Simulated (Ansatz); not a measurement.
`C[SiH]([AlH2])[SbH2]`, 12 atoms. Total charge 0; spin multiplicity 1. Correlated methods include outer-core shells of Sb, which these sets cover unevenly. Sb takes the def2 core potential. All runs use 4 threads of a server CPU on a shared host. Correlated methods freeze the cores.

(1) Give the basis size and wall time and peak host memory of each of these runs in Ansatz. RKS B2PLYP (frozen core)/def2-TZVPP energy; direct RPA on PBE orbitals/def2-TZVPP energy; RKS PBE0-D4/def2-QZVPP energy; RKS PBE0-D4/def2-SVP energy; RHF-CCSD(T)/def2-SVP energy; RKS ωB97M-V/def2-SVP energy; RHF-CCSD(T)/def2-TZVPP energy; RKS PBE-D4/def2-TZVPP energy and forces; RKS PBE0-D4/def2-TZVP relaxation (35 steps); RKS SPW92 (LDA)/def2-TZVPP energy; RKS ωB97M-V/def2-QZVPP energy; RKS CAM-B3LYP-D4/def2-TZVPP energy. (Best estimate.)

Answers

(1) Computed: Other jobs shared the machine, so times are rough.

```
                                level                    job  functions  wall time  peak host memory (GiB)
                 RKS PBE0-D4/def2-SVP                 energy        116      2.2 s                    0.27
           RKS SPW92 (LDA)/def2-TZVPP                 energy        277      2.3 s                    0.41
                RKS PBE-D4/def2-TZVPP      energy and forces        277        4 s                    0.42
          RKS CAM-B3LYP-D4/def2-TZVPP                 energy        277        6 s                    0.96
                 RHF-CCSD(T)/def2-SVP                 energy        116      6.5 s                    0.61
  RKS B2PLYP (frozen core)/def2-TZVPP                 energy        277        7 s                    0.85
                 RKS ωB97M-V/def2-SVP                 energy        116      7.5 s                    0.43
direct RPA on PBE orbitals/def2-TZVPP                 energy        277      7.5 s                    0.76
               RKS PBE0-D4/def2-QZVPP                 energy        519       13 s                     2.3
               RKS ωB97M-V/def2-QZVPP                 energy        519       27 s                     2.8
                RKS PBE0-D4/def2-TZVP  relaxation (35 steps)        203    2.9 min                    0.65
               RHF-CCSD(T)/def2-TZVPP                 energy        277    3.1 min                     7.6
```
